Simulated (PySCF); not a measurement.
O₃W, singlet, at a GFN2-xTB geometry (such geometries of metal compounds can be far from the true shape) (core potentials on W). Base run: B3LYP/def2-SVP (PySCF).

The PySCF input:
```python
from pyscf import gto, scf, dft

mol = gto.Mole()
mol.atom = '''
    W     0.00000000   -0.00000000    0.00000000
    O     1.55326011   -0.32437699   -0.69267094
    O    -0.50238238   -0.83765245    1.42953865
    O    -1.05087773    1.16202943   -0.73686771
'''
mol.basis = 'def2-svp'
mol.ecp = {'W': 'def2-svp'}
mol.verbose = 4
mol.build()

mf = dft.RKS(mol)
mf.xc = 'b3lyp'
mf.kernel()
```

Each row names what was changed in the base input (with any setting that the change needs).

| change | ΔE vs base (mEh) | fitting functions | outcome |
|---|---|---|---|
| base | 0.000 | - | converged |
| auxbasis = even-tempered beta=3.0 | ___ | ___ | converged |
| only_dfj = on; auxbasis = def2-universal-jfit | -0.093 | 236 | converged |
| auxbasis = even-tempered beta=1.6 | 0.006 | 866 | converged |
| auxbasis = default (with mf = mf.density_fit()) | 0.011 | 458 | converged |
| auxbasis = def2-universal-jkfit | 0.011 | 458 | converged |
| exchange = seminumerical (SGX) (with mf = sgx.sgx_fit(mf, auxbasis='def2-universal-jfit'); with mf.with_df.dfj = True) | -0.088 | 236 | converged |
| auxbasis = even-tempered beta=2.0 | ___ | ___ | converged |
| auxbasis = cc-pvtz-ri | - | - | input refused |
| auxbasis = cc-pvqz-jkfit | - | - | input refused |

Question: Fill in the missing entries.

Answer: 
- auxbasis = even-tempered beta=3.0, ΔE vs base (mEh): -20.623
- auxbasis = even-tempered beta=3.0, fitting functions: 410
- auxbasis = even-tempered beta=2.0, ΔE vs base (mEh): -0.264
- auxbasis = even-tempered beta=2.0, fitting functions: 585

A fitting set is made for a task (jfit for Coulomb, jkfit for Coulomb and exchange, ri for correlation) and for a family of orbital bases.

- auxbasis = cc-pvtz-ri: ended with `pyscf.lib.exceptions.BasisNotFoundError: Basis set not found for W in cc-pvtz-ri`
- auxbasis = cc-pvqz-jkfit: ended with `pyscf.lib.exceptions.BasisNotFoundError: Basis set not found for W in cc-pvqz-jkfit`
